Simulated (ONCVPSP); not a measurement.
P: one change to an ONCV potential, before and after

* Element: P
* Generator: ONCVPSP 4.0.1
* Type: optimised norm-conserving Vanderbilt (ONCV)
* Functional: PBE
* Relativity: scalar-relativistic
* Frozen core: [He]
* Valence charge: 13
* Reference configuration: 2s2 2p6 3s2 3p3
* Partial waves: 2s+3s: rc 0.95 bohr, ncon 4, nbas 8, qcut 16 1/bohr, 2 projectors; 2p+3p: rc 0.85 bohr, ncon 3, nbas 6, qcut 17.9 1/bohr, 2 projectors; d scattering state at 0.02 Ha: rc 0.80 bohr, ncon 3, nbas 8, qcut 12.8 1/bohr, 2 projectors, debl 2 Ha
* Local potential: polynomial inside 0.70 bohr (lpopt 4, dvloc0 0 Ha)
* Core correction: none

Change: p: qcut 12.8.

Cutoffs: the cutoffs (Ha) at which the residual kinetic energy of the hardest occupied pseudo-wave falls to 1 and 0.1 mHa per electron; they do not see the model core or the augmentation charge, which bear on the density cutoff. Errors are all-electron minus pseudo energies relative to the spin-unpolarised reference configuration.

Task: What does the change do?

Result: The potential gets neither clearly harder nor softer (118 Ha and 134 Ha → 83 Ha and 223 Ha); of the 4 tests that both files solve, the error grows in 2 and shrinks in 0 by more than 15 % and 0.3 meV (median size 1.6 → 2.1 meV); neither file shows a bound ghost.

```tsv
quantity	base	changed
cutoff, loose	118 Ha	83 Ha
cutoff, tight	134 Ha	223 Ha
loose cutoff by channel	s 36 Ha, p 118 Ha	s 36 Ha, p 83 Ha
bound ghosts	none	none
GHOST(+) flags under 300 eV	none	none
error for 2s2 2p6 3s2 3p2, meV [ΔE 9.73 eV]	+0.5	+0.6
error for 2s2 2p6 3s2 3p1, meV [ΔE 28.88 eV]	+2.7	+3.5
error for 2s2 2p6 3s2 3p0, meV [ΔE 58.62 eV]	+9.9	+13
error for 2s2 2p6 3s1 3p4, meV [ΔE 8.53 eV]	0.0	-0.3
s: phases at 0.96 bohr within 0.05 rad from the reference energy up to (Ha; the scan ends near 5)	to the end of the scan	to the end of the scan
p: phases at 0.86 bohr within 0.05 rad from the reference energy up to (Ha; the scan ends near 5)	to the end of the scan	to the end of the scan
d: phases at 0.81 bohr within 0.05 rad from the reference energy up to (Ha; the scan ends near 5)	to the end of the scan	to the end of the scan
```
